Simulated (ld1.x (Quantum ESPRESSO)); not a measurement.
**Hg: excitation energies, all-electron against PAW**

mercury (Hg), PAW, made with ld1.x (Quantum ESPRESSO) 7.5 (PBEsol, scalar-relativistic). Core [Kr] 4d10 4f14, reference 5s2 5p6 5d10 6s2 6p0. Waves: 5s (bound): rcut 1.15, rcutus 1.20 bohr; 6s (bound): rcut 1.15, rcutus 1.20 bohr; 5p (bound): rcut 2.05, rcutus 2.20 bohr; 6p (bound, empty): rcut 2.05, rcutus 2.20 bohr; 5d (bound): rcut 1.55, rcutus 1.70 bohr; 5d channel at 1.35 Ry: rcut 1.55, rcutus 1.70 bohr. Local part: all-electron potential smoothed inside 1.90 bohr (lloc = -2). Core correction: Bessel-smoothed model core inside 0.70 bohr. Augmentation charge: BG, radius 1.05 bohr.

Energies are relative to the spin-unpolarised reference configuration 5s2 5p6 5d10 6s2 6p0; without spin polarisation the order of configurations can differ from experiment. Not all tests gave a result: test run stopped at test 6 of 7 (negative rho). The frozen-core shift is the all-electron ΔE with the core orbitals held at their reference shape minus the fully relaxed ΔE.

(1) Give the all-electron excitation energy and the error of the potential for: 5s2 5p6 5d10 6s1 6p0; 5s2 5p6 5d10 6s0 6p0; 5s2 5p6 5d9 6s0 6p0; 5s2 5p6 5d10 6s0 6p1; 5s2 5p6 5d9 6s2 6p0.

Answers

(1)

```csv
valence configuration,charge,ΔE all-electron (eV),error AE − PS (meV),frozen-core shift (meV)
5s2 5p6 5d10 6s1 6p0,+1,10.740,+1.5,+4.0
5s2 5p6 5d10 6s0 6p0,+2,29.744,+19,+10
5s2 5p6 5d9 6s0 6p0,+3,65.298,+8.8,+14
5s2 5p6 5d10 6s0 6p1,+1,18.248,-6121,+5.4
5s2 5p6 5d9 6s2 6p0,+1,15.541,+0.9,-1.6
```

These tests converged, but a pseudo level misses the all-electron one widely, so the file describes the atom poorly there or has found another state: 5s2 5p6 5d10 6s1 6p0: empty 6p by 5.2 eV; 5s2 5p6 5d10 6s0 6p0: empty 6p by 9.0 eV; 5s2 5p6 5d10 6s0 6p1: 6p by 4.2 eV (a node warning on the way); 5s2 5p6 5d9 6s2 6p0: empty 6p by 5.7 eV. A variational frozen-core shift is positive and of second order in the change. This column holds negative values, so the frozen-core run of ld1.x carries numerical noise or an error of first order here, and the column gives no more than the rough size of the effect.
